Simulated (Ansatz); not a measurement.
trifluoromethane (CHF$_{3}$), singlet, geometry from GFN2-xTB; Ansatz (a first-principles code) with BLYP/STO-3G.

Here is a job for Ansatz.
Ansatz 0.2 input:
```yaml
crystal:
  periodic: [false, false, false]
  atoms:
    - {symbol: C, position_ang: [0.00184574, 0.00147866, 0.33702587]}
    - {symbol: H, position_ang: [0.00789083, 0.00632154, 1.44084271]}
    - {symbol: F, position_ang: [0.02727377, 1.24268325, -0.13386700]}
    - {symbol: F, position_ang: [1.06198689, -0.64643979, -0.13124532]}
    - {symbol: F, position_ang: [-1.09136790, -0.59793163, -0.11966522]}
basis:
  gaussian:
    orbitals: STO-3G
    point_charges:
      - {charge: 0.5, position_ang: [-2.0350, -0.6574, 4.0178]}
hamiltonian:
  xc: blyp
```

Output, abridged:

```
Functional definition: BLYP
311 factors; integrals over basis functions are off by at most 1.5e-5 eV
mean field evaluation 1: about -9066.9624 eV, gradient 2.3e1 eV
mean field evaluation 2: about -9066.0845 eV, gradient 3.1e1 eV
mean field evaluation 4: about -9068.5339 eV, gradient 1.6e-1 eV
mean field evaluation 8: about -9068.4778 eV, gradient 7.1e-4 eV
mean field -9068.47775600 eV, -333.2604106982 hartree, gradient 2.2e-6 eV, S^2 0.000000; 0 other end points of the search recorded, 0 dependent functions left out
reference -9068.47788414 eV, -333.2604154071 hartree; 17, 17 occupied and 4, 4 virtual orbitals, 311 factors
Total energy: -9068.47788414 eV, -333.2604154071 hartree
```
